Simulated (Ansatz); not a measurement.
Consider the formal exchange of groups at the Si–C bond: `COC(=O)[SiH3]` + `O[Si](F)(F)Br` → `F[Si](F)([SiH3])Br` + `COC(=O)O`.

Computed with Ansatz on PBE0-D4/def2-TZVP structures; ΔE is electronic, products minus reactants. CCSD(T)/CBS adds triple-zeta CCSD(T) − MP2 to the extrapolated MP2 energy (def2 sets, frozen cores). DFT in def2-TZVPP. B3LYP here is the variant with VWN-RPA as its local correlation; programs differ in this. For Br outer-core shells are correlated without core-valence functions, which leaves a few kJ/mol of doubt a bond. Scalar relativity is left out up to krypton. Each species was taken in one conformer, which may not be the lowest.

```csv
level,ΔE (kcal/mol),difference from CCSD(T)/CBS
r2SCAN-D4,21.3,-3.5
PBE0-D4,18.1,-6.7
B3LYP-D4,22.2,-2.6
r2SCAN,21.3,-3.5
B3LYP,22.2,-2.6
BHLYP,22.9,-1.9
LC-ωPBE,19.7,-5.1
CCSD/def2-SVP,17.0,-7.8
HF/def2-QZVPP,23.2,-1.6
CCSD/CBS(def2),24.7,-0.1
CCSD(T)/CBS,24.8,0
```

Largest T1 diagnostic among the species: 0.016.

In def2-TZVPP, CCSD(T) changes the Hartree–Fock value by +1.4 kcal/mol (the triples alone add +0.1 kcal/mol) and MP2 by +3.4 kcal/mol. From BLYP to BHLYP (50 % exact exchange), in def2-TZVPP and without D4, ΔE moves by +0.7 kcal/mol. Leaving LDA and LC-ωPBE aside and taking each functional with its dispersion term where it has one, the values, not all of them listed here, spread over 6.3 kcal/mol, from PBE-D4 to B2PLYP. LDA lies −0.7 kcal/mol from PBE without D4.

CCSD(T)/CBS has its own doubt, a few kJ/mol and more with outer-core shells, so smaller differences from it don't rank the levels.
